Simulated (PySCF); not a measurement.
CH5BrGe, SMILES [CH3][GeH2][Br].

Coordinates come from a PBE0-D3(BJ)/def2-SVP optimisation.

Computed with TDDFT-PBE/def2-SVPD (PySCF).

Vertical excitations. Gas-phase values at a fixed geometry. State labels are in the subgroup Cs.

Computed UV-visible absorptions:
```tsv
state	symmetry	energy (eV)	λ (nm)	f	main pairs
S1	A'	5.67	219	0.014	HOMO→LUMO 99 %
S2	A"	5.67	219	0.015	HOMO−1→LUMO 99 %
S3	A"	6.51	190	0.005	HOMO−1→LUMO+1 100 %
S4	A'	6.54	190	0.027	HOMO→LUMO+1 96 %
S5	A"	6.73	184	0.000	HOMO−1→LUMO+2 99 %
S6	A'	6.80	182	0.019	HOMO→LUMO+2 94 %
S7	A'	7.32	169	0.004	HOMO−2→LUMO 84 %, HOMO−3→LUMO 14 %
S8	A"	7.52	165	0.002	HOMO−4→LUMO 93 %
S9	A'	7.57	164	0.032	HOMO→LUMO+3 87 %
S10	A"	7.57	164	0.004	HOMO−1→LUMO+3 67 %, HOMO→LUMO+4 32 %
T1	A"	5.26	236	0	HOMO−1→LUMO 100 %
T2	A'	5.28	235	0	HOMO→LUMO 100 %
T3	A"	6.39	194	0	HOMO−1→LUMO+1 96 %
T4	A'	6.41	194	0	HOMO→LUMO+1 99 %
```
Triplets are in the Tamm–Dancoff approximation, which puts them higher than full response would, so one can lie above its singlet here.
